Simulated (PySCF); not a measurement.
# Spin–spin coupling constants

Geometry (Å), atoms numbered from 1 in this order:
```xyz
17

C     2.2138   -0.2766   -0.2813
As    0.8925   -0.1689    1.1754
C    -0.3947   -1.4962    0.4456
C    -1.2263   -0.7699   -0.6063
C    -1.5427    0.6223   -0.0679
C    -0.2392    1.2777    0.3897
H     1.7366   -0.3407   -1.2705
H     2.8559    0.6162   -0.2517
H     2.8509   -1.1601   -0.1293
H    -1.0272   -1.8379    1.2807
H     0.1404   -2.3758    0.0568
H    -0.6494   -0.6782   -1.5434
H    -2.1448   -1.3260   -0.8589
H    -2.0666    1.2409   -0.8155
H    -2.2287    0.5248    0.7918
H    -0.4049    2.0791    1.1240
H     0.3100    1.7142   -0.4594
```

Couplings: B3LYP/pcJ-1 (pcSseg-1 on As) (without the spin–dipole term) in PySCF, geometry PBE0-D3(BJ)/def2-SVP; gas phase, one conformer, non-relativistic. Couplings are averaged over pairs made equivalent by symmetry, fast rotation or ring inversion, so a value needn't be that of the named pair in this geometry, while other rotamers aren't included; one pair stands for each set, and the list holds those of at least 1.5 Hz over up to four bonds.

Isotopes: 13C, 1H.

```csv
pair,bonds,J (Hz)
"C1, H7",1,?
"C3, C4",1,33.9
"C3, H10",1,141.1
"C4, C5",1,36.0
"C4, H12",1,?
"C3, C5",2,2.7
"C3, C6",2,?
"C3, H12",2,-2.6
"C4, H10",2,-2.2
"C4, H14",2,?
"H7, H8",2,-12.5
"H10, H11",2,-13.2
"H12, H13",2,?
"C1, H10",3,6.0
"C3, H7",3,?
"C3, H14",3,7.6
"C4, H16",3,5.4
"H10, H12",3,8.2
"H10, H13",3,8.0
"H12, H14",3,?
"H12, H15",3,8.8
```

Task: Estimate the withheld couplings, with signs.

Result: 
- 1J(C1,H7) = 138.9 Hz (bond length 1.100 Å, sp3 carbon)
- 1J(C4,H12) = 133.4 Hz (bond length 1.104 Å, sp3 carbon)
- 2J(C3,C6) = 1.6 Hz (angle at As2 88°)
- 2J(C4,H14) = -2.4 Hz (mean over equivalent pairs that range from -3.9 to -0.8 Hz in this conformer)
- 2J(H12,H13) = -14.2 Hz
- 3J(C3,H7) = 4.3 Hz (mean over equivalent pairs that range from 0.0 to 8.8 Hz in this conformer)
- 3J(H12,H14) = 5.2 Hz

Relativistic effects of the heavier atoms present are left out.
